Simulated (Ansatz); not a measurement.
```yaml
atoms:
  - { symbol: S, position_ang: [0.0000, 0.0000, -0.5407] }
  - { symbol: O, position_ang: [0.0000, 0.0000, 1.0814] }
```

Basis set: 6-31G* (spherical functions). Left uncorrelated: 6 orbitals. Charge 0, multiplicity 3.

Computed with Ansatz (development build ahead of 0.2.0); each method stands on the lowest determinant of its kind that the runs found.

The atomization energy at this shape (free ground-state atoms in the same class of orbitals less the molecule, no zero-point energy) of triplet SO:

```csv
method,atomization energy
UHF,31.07 kcal/mol
```

**Question.** What does UHF-MP2 give?

**Answer.** 90.84 kcal/mol. Caution: the shape is not the minimum.
